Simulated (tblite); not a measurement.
Isomers of C4H14Si3. Level: GFN2-xTB in tblite, geometry and Hessian alike; calculated harmonic values, unscaled, isolated species. Errors from tens to a few hundred cm⁻¹ against measured bands are possible. Modes of hydrogen on silicon can be 10 to 20 % off. One conformer each.

Electronic energies: GFN2-xTB at the same geometries; isomer energies are rough at this level and their order can be wrong.

```csv
SMILES,"electronic energy, lowest = 0 (kJ/mol)"
C=C(C)C([SiH3])([SiH3])[SiH3],47.2
[SiH3]C[C@H]1C[SiH2]C[SiH2]1,0.0
[SiH3]C([SiH3])([SiH3])C1CC1,44.7
[SiH3][SiH]([SiH3])C1CCC1,61.7
```

**Question.** How do GFN2-xTB zero-point energies change the relative energies?

**Answer.** 
```csv
SMILES,ZPE (kJ/mol),of it from modes above 1550 cm⁻¹,electronic (kJ/mol),"with ZPE, lowest = 0 (kJ/mol)",lowest mode (cm⁻¹),rings
[SiH3]C[C@H]1C[SiH2]C[SiH2]1,408.9,217.3,0.0,0.0,53,1
[SiH3]C([SiH3])([SiH3])C1CC1,394.1,212.5,44.7,29.9,21,1
C=C(C)C([SiH3])([SiH3])[SiH3],390.4,222.2,47.2,28.7,42,0
[SiH3][SiH]([SiH3])C1CCC1,409.0,217.4,61.7,61.8,22,1
```

The zero-point energies span 18.6 kJ/mol, from `C=C(C)C([SiH3])([SiH3])[SiH3]` to `[SiH3][SiH]([SiH3])C1CCC1`. The lowest isomer stays, but the order above it changes.
